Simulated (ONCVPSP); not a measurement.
Yb, ONCV: configuration errors across variants

```
Element                 : Yb (Z = 70)
Generator               : ONCVPSP 4.0.1
Type                    : optimised norm-conserving Vanderbilt (ONCV)
Functional              : PBE
Relativity              : scalar-relativistic
Frozen core             : [Kr] 4d10 4f13
Valence charge          : 11
Reference configuration : 5s2 5p6 5d1 6s1 (charge +1)
Partial waves           : 5s+6s: rc 1.90 bohr, ncon 4, nbas 9, qcut 6.5 1/bohr, 2 projectors; 5p: rc 1.85 bohr, ncon 5, nbas 8, qcut 7.7 1/bohr, 3 projectors, debl 1.3 Ha; 5d: rc 3.30 bohr, ncon 3, nbas 8, qcut 4.4 1/bohr, 2 projectors, debl 1.7 Ha; f scattering state at 0.38 Ha: rc 3.15 bohr, ncon 4, nbas 9, qcut 3.3 1/bohr, 2 projectors, debl 1.3 Ha
Local potential         : polynomial inside 1.70 bohr (lpopt 5, dvloc0 3 Ha)
Core correction         : none
```

In the p channel the program set the typed energies aside and used -1.385, 0.250, 1.550 Ha.

All-electron excitation energies from the reference (eV): (1) 5s2 5p6 5d1 6s2 -7.256; (2) 5s2 5p6 5d1 6s0 13.105; (3) 5s2 5p6 5d0 6s0 33.068; (4) 5s2 5p6 5d1 6s1.5 -4.316.

Errors AE − PS in meV (a dash: test not solved or not reliable):

| change | (1) | (2) | (3) | (4) | bound ghosts | GHOST(+) flags above zero |
| --- | --- | --- | --- | --- | --- | --- |
| base | +8.1 | +8.0 | +87 | +3.1 | none | f |
| all radii scaled by about 0.90 (s 1.70, p 1.66, d 2.96, f 2.82 bohr); local potential polynomial inside 1.52 bohr (lpopt 5, dvloc0 3 Ha) | +8.5 | +11 | +44 | +3.3 | none | d, f |
| all radii scaled by about 1.08 (s 2.06, p 2.00, d 3.58, f 3.42 bohr); local potential polynomial inside 1.84 bohr (lpopt 5, dvloc0 3 Ha) | +7.0 | +4.8 | +132 | +2.7 | none | none |
| all radii scaled by about 1.22 (s 2.32, p 2.26, d 4.02, f 3.84 bohr); local potential polynomial inside 2.08 bohr (lpopt 5, dvloc0 3 Ha) | +5.1 | +0.1 | +208 | +2.1 | none | p |
| all radii scaled by about 1.28 (s 2.44, p 2.38, d 4.22, f 4.04 bohr); local potential polynomial inside 2.18 bohr (lpopt 5, dvloc0 3 Ha) | +3.6 | -2.6 | +245 | +1.6 | none | none |

Task: Give the same row for: all radii scaled by about 0.82 (s 1.56, p 1.52, d 2.70, f 2.58 bohr); local potential polynomial inside 1.40 bohr (lpopt 5, dvloc0 3 Ha).

Result: +9.0, +13, +16, +3.4; bound ghosts: none; GHOST(+) flags above zero: s, p, f.
